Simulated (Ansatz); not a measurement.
AlFH$_{7}$NSi$_{2}$ (`F[SiH2][AlH][NH][SiH3]`), relaxed with RKS PBE-D4/def2-SVP in Ansatz from a rough embedded geometry. The force threshold is 0.03 eV/Å; the program also tests the step.

Charge 0, multiplicity 1.

Start:

```xyz
12

F     0.453    2.379   -1.692
Si   -0.707    1.241   -1.605
Al    0.326   -0.800   -1.040
N     1.205   -1.033    0.576
Si    0.151   -0.631    1.940
H    -1.389    1.142   -2.911
H    -1.722    1.575   -0.580
H     0.146   -2.061   -2.058
H     2.004   -0.253    0.536
H    -0.979   -1.566    1.886
H     0.877   -0.744    3.181
H    -0.365    0.750    1.767
```

Q: How much energy does the relaxation release, and in how many steps? (An estimate is asked.)

A: Ansatz gave: 0.98 eV, in 28 steps, 1 of them rejected.

Q: Which bonds change most? (An estimate is asked.)

A: The calculation gave: Si2–Al3 from 2.357 to 2.466 Å; N4–H9 from 1.118 to 1.028 Å; Si5–H11 from 1.442 to 1.507 Å; Al3–N4 from 1.854 to 1.802 Å.

Q: Give the relaxed structure. (An estimate is asked.)

A: Computed: 
```xyz
12

F    -0.823    2.060   -0.391
Si   -1.115    0.983   -1.620
Al    0.465   -0.873   -1.243
N     0.987   -1.026    0.475
Si    0.421   -0.152    1.904
H    -0.911    1.718   -2.924
H    -2.579    0.611   -1.567
H     1.091   -1.871   -2.326
H     1.730   -1.705    0.685
H    -1.034    0.179    1.735
H     0.587   -1.044    3.107
H     1.183    1.121    2.165
```
